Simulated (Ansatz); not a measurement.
Ansatz (a first-principles code) input (CCSD(T)/aug-cc-pV(D+d)Z):
A basis named .json is the Basis Set Exchange file of that set.

Ansatz 0.2 input:
```yaml
crystal:
  periodic: [false, false, false]
  atoms:
    - {symbol: C, position_ang: [-2.28924103, 0.17293910, -0.79397812]}
    - {symbol: C, position_ang: [-1.13101353, 0.10602049, -0.04874590]}
    - {symbol: C, position_ang: [0.17357968, 0.47972573, -0.37752851]}
    - {symbol: Cl, position_ang: [1.51621046, -0.31874010, 0.58236746]}
    - {symbol: H, position_ang: [-2.28557858, 0.50528537, -1.82785117]}
    - {symbol: H, position_ang: [-3.25641829, 0.04520633, -0.32266307]}
    - {symbol: H, position_ang: [-1.25035997, -0.23427618, 0.98171423]}
    - {symbol: H, position_ang: [0.49682817, 0.55025431, -1.40993166]}
basis:
  gaussian:
    orbitals: aug-cc-pV_D+d_Z.json
total_charge: -1
magnetization: {spin_polarized: false}
correlation: {method: ccsd_t, electrons: outside_noble_gas}
output: {forces: true}
```

End of the output:

```
integrals: 0.33 GiB planned
1352 factors; integrals over basis functions are off by at most 6.8e-4 eV
mean field: 0.60 GiB planned
mean field evaluation 1: about -15654.2610 eV, gradient 2.8e1 eV
mean field evaluation 2: about -15654.2731 eV, gradient 2.8e1 eV
mean field evaluation 4: about -15656.8309 eV, gradient 3.8e0 eV
mean field evaluation 8: about -15656.9145 eV, gradient 2.0e-1 eV
mean field evaluation 16: about -15654.2601 eV, gradient 2.8e1 eV
mean field evaluation 32: about -15650.7516 eV, gradient 1.6e0 eV
mean field -15656.91503054 eV, -575.3810147341 hartree, gradient 1.9e-6 eV, S^2 0.000000; 0 other end points of the search recorded, 0 dependent functions left out
8 core orbitals not correlated
reference -15656.91503054 eV, -575.3810147341 hartree; 12, 12 occupied and 117, 117 virtual orbitals, 1352 factors
densities: 1.74 GiB planned
second order -16.12237694 eV of doubles, -0.00000000 eV of singles
coupled cluster: 0.94 GiB planned
cycle   1  -16.64971467 eV  change   -5.3e-1 eV  update   1.0e-1
cycle   2  -17.08155902 eV  change   -4.3e-1 eV  update   3.1e-2
cycle   3  -17.18726668 eV  change   -1.1e-1 eV  update   1.7e-2
cycle   4  -17.18298499 eV  change    4.3e-3 eV  update   5.3e-3
cycle   5  -17.18109538 eV  change    1.9e-3 eV  update   2.8e-3
cycle   6  -17.18119530 eV  change   -1.0e-4 eV  update   1.1e-3
cycle   7  -17.18106092 eV  change    1.3e-4 eV  update   5.6e-4
cycle   8  -17.18102126 eV  change    4.0e-5 eV  update   2.8e-4
cycle   9  -17.18108518 eV  change   -6.4e-5 eV  update   1.3e-4
cycle  10  -17.18108933 eV  change   -4.1e-6 eV  update   6.2e-5
cycle  11  -17.18106030 eV  change    2.9e-5 eV  update   3.0e-5
cycle  12  -17.18107232 eV  change   -1.2e-5 eV  update   1.3e-5
cycle  13  -17.18107683 eV  change   -4.5e-6 eV  update   5.4e-6
cycle  14  -17.18108174 eV  change   -4.9e-6 eV  update   2.5e-6
perturbative correction -0.72561970 eV, -0.0266660321 hartree
the calculation of the forces begins
Total energy: -15674.82173198 eV, -576.0390738743 hartree
Atom 0 at    -2.289241     0.172939    -0.793978 Å, force    -0.579695     0.001388    -0.450933 eV/Å
Atom 1 at    -1.131014     0.106020    -0.048746 Å, force     0.148563    -0.266552     0.566861 eV/Å
Atom 2 at     0.173580     0.479726    -0.377529 Å, force     0.794810     0.360868     0.162977 eV/Å
Atom 3 at     1.516210    -0.318740     0.582367 Å, force     0.018653    -0.052653     0.050354 eV/Å
Atom 4 at    -2.285579     0.505285    -1.827851 Å, force     0.007506     0.162000    -0.508442 eV/Å
Atom 5 at    -3.256418     0.045206    -0.322663 Å, force    -0.462912    -0.080164     0.238705 eV/Å
Atom 6 at    -1.250360    -0.234276     0.981714 Å, force    -0.072515    -0.149368     0.473896 eV/Å
Atom 7 at     0.496828     0.550254    -1.409932 Å, force     0.145590     0.024480    -0.533418 eV/Å
Dipole moment:     0.356460    -0.170436     0.128256 e Å
```

It need not be the lowest isomer of its formula. Whether it binds its extra electron was not tested at this geometry.
